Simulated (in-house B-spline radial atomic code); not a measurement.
The numbers below are computed, except where a source is named.
# Softness against transferability: the 3d channel of Fe

Fe, [Ar] 3d6 4s2, non-relativistic LDA (VWN5), spherical and spin-unpolarised, from an all-electron radial atomic-structure program (B-spline basis) (atomic units). The all-electron 3d level is ε = -0.295049 hartree and its outer maximum at 0.71 bohr.

Troullier-Martins pseudo-orbitals are made for several radii. The cutoffs (hartree) are the plane-wave energies beyond which the orbital holds less than the named kinetic energy per electron. The phase error is the difference, pseudo minus all-electron, of arctan(R P'/P) at R = 3.26 bohr for all radii, half a hartree below and above the level.

```csv
r_c (bohr),V_l(0) (hartree),cutoff for 10 mEh,for 1 mEh,for 0.1 mEh,phase error at ε − 0.5 (mrad),at ε + 0.5 (mrad)
1.59,-18.30,39.1,47.2,75.9,+0.2,+18.3
1.84,-14.89,31.4,38,61.8,+0.4,+37.3
2.12,-12.17,25.3,30.7,49.6,+0.9,+69.4
2.39,-10.24,21,25.3,40.9,+2.0,+110.8
2.67,-8.72,17.5,21.3,33.9,+4.2,+162.9
2.96,-7.51,14.8,18,28.6,+8.5,+223.5
```

Which radius needs the lowest cutoff for 0.1 mEh while both phase errors stay within 110.9 mrad?

The radii within that limit are 1.59, 1.84, 2.12, 2.39 bohr; of these r_c = 2.39 needs the least, 40.9 hartree, that is 81.8 Ry or 1113 eV.

What does the larger radius buy, and what does it cost?

From r_c = 1.59 to 2.96 bohr the cutoff for 1 mEh goes from 47.2 to 18 hartree, a factor of 2.62, against 3.47 for a pure 1/r_c² scaling, end to end; step by step it is 47.2, 38, 30.7, 25.3, 21.3, 18, and for 0.1 mEh 75.9, 61.8, 49.6, 40.9, 33.9, 28.6; the number of plane waves goes as the cutoff to the power 3/2, here a factor of 4.2. The larger of the two phase errors is least at r_c = 1.59 bohr, 18.3 mrad; it is 18.3 at the smallest radius and 223.5 at the largest. These errors test the reference atom alone. Large radii also let the cores of neighbours overlap, which an atom doesn't show.
